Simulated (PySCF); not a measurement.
Species: InH2(OH).
Bonds: In1–O4. Hydrogens: H2, H3 on In1; H5 on O4.

Computed by this run: PBE0-D3(BJ)/def2-SVP geometry optimisation, gas phase, def2 core potentials past Kr in PySCF 2.14.0; density fitting, grid level 1; the optimiser is geomeTRIC in internal coordinates, started from a GFN2-xTB structure with every atom displaced at random (about 0.03 Å).

Step 0: E = -7264.5165 eV
```
atom  x, y, z in Å  |  force x, y, z in eV/Å
In1     0.4013    0.3892   -0.0913   -0.384   5.176  -0.642
H2      1.9958    0.4388   -0.3161    1.679   0.023  -0.193
H3     -0.7213    1.8381   -0.1607    0.500  -0.785   0.076
O4     -0.2825   -1.2868    0.1895   -5.636  -5.279   1.227
H5     -1.3184   -1.4898    0.3164    3.841   0.865  -0.468
```

Step 1: E = -7265.1995 eV
```
atom  x, y, z in Å  |  force x, y, z in eV/Å
In1     0.3827    0.4810   -0.1264   -0.014  -0.710   0.132
H2      2.1182    0.4998   -0.3252   -0.362  -0.148   0.049
H3     -0.7000    1.8074   -0.1517   -0.175   0.105  -0.004
O4     -0.3948   -1.3758    0.2085    0.894   0.474  -0.182
H5     -1.3314   -1.5228    0.3327   -0.343   0.279   0.005
```

Task: Estimate the geometry and energy of step 2. (The exact step hangs on the optimiser's Hessian estimate; all steps are aligned on step 1, rigid shifts and turns removed.)

Result: E = -7265.2496 eV, largest force 0.292 eV/Å
```
atom  x, y, z in Å  |  force x, y, z in eV/Å
In1     0.3882    0.4837   -0.1198   -0.115  -0.115   0.031
H2      2.1004    0.4377   -0.3185   -0.123  -0.021   0.019
H3     -0.7566    1.7825   -0.1447    0.048  -0.055   0.001
O4     -0.3546   -1.3571    0.2005    0.288   0.022  -0.044
H5     -1.3025   -1.4574    0.3203   -0.098   0.168  -0.006
```

The energy changes by -0.0501 eV. The first-order estimate −F·Δx gives -0.0768 eV and the mean of the old and new forces, exact on a quadratic surface, -0.0494 eV. The step makes an angle of 64° with the force vector and moves no atom by more than 0.073 Å.

The cost below is that of the whole optimisation. The run took 8.5 s on one thread, Arm Neoverse V1 (aarch64), on a shared host, and the process peaked at 0.25 GiB of memory.
